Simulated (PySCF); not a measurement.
In(F)2(Et) (C₂H₅F₂In), SMILES [F][In]([F])[CH2]C.

Geometry: PBE0-D3(BJ)/def2-SVP. The structure was generated by enumeration; whether it is a known compound was not checked. The def2 effective core potentials stand for the cores of In; spin–orbit coupling is left out. One conformer was computed; it need not be the lowest.

Method: PBE0-D3(BJ)/def2-SVP (PySCF 2.14.0).

Frequencies are harmonic and unscaled.

```tsv
mode	ν (cm⁻¹)	IR (km/mol)	Raman (Å⁴/amu)	depolarisation	moving atoms (share of kinetic energy)
1	9	1.2	0.1	0.75	H 41 %, C 35 %, F 22 %
2	64	5.2	1.2	0.75	F 49 %, C 25 %, In 14 %, H 11 %
3	115	18.1	0.6	0.75	F 45 %, In 29 %, H 18 %
4	150	30.8	0.7	0.75	F 87 %, In 10 %
5	236	2.9	0.0	–	H 84 %, C 11 %
6	240	5.6	4.4	0.36	C 62 %, H 22 %, In 12 %
7	488	4.1	32.0	0.16	C 68 %, H 21 %
8	611	67.6	4.5	0.31	F 84 %, In 16 %
9	614	70.9	6.4	0.29	F 83 %, In 15 %
10	654	26.3	0.0	–	H 82 %, C 17 %
11	954	3.0	0.1	0.75	H 91 %, C 9 %
12	972	6.7	0.9	0.61	H 81 %, C 19 %
13	1067	5.2	8.1	0.75	C 71 %, H 29 %
14	1197	26.1	43.7	0.24	H 68 %, C 32 %
15	1242	2.8	1.2	0.75	H 77 %, C 23 %
16	1398	3.8	9.8	0.62	H 83 %, C 17 %
17	1438	2.8	6.1	0.75	H 88 %, C 12 %
18	1470	3.7	15.0	0.74	H 97 %
19	1473	10.5	19.0	0.75	H 97 %
20	3053	21.6	186.0	0.07	H 97 %
21	3089	3.4	120.4	0.11	H 95 %
22	3140	8.0	117.5	0.68	H 91 %, C 9 %
23	3146	0.6	126.7	0.75	H 90 %, C 10 %
24	3165	7.8	14.8	0.75	H 90 %, C 10 %
```
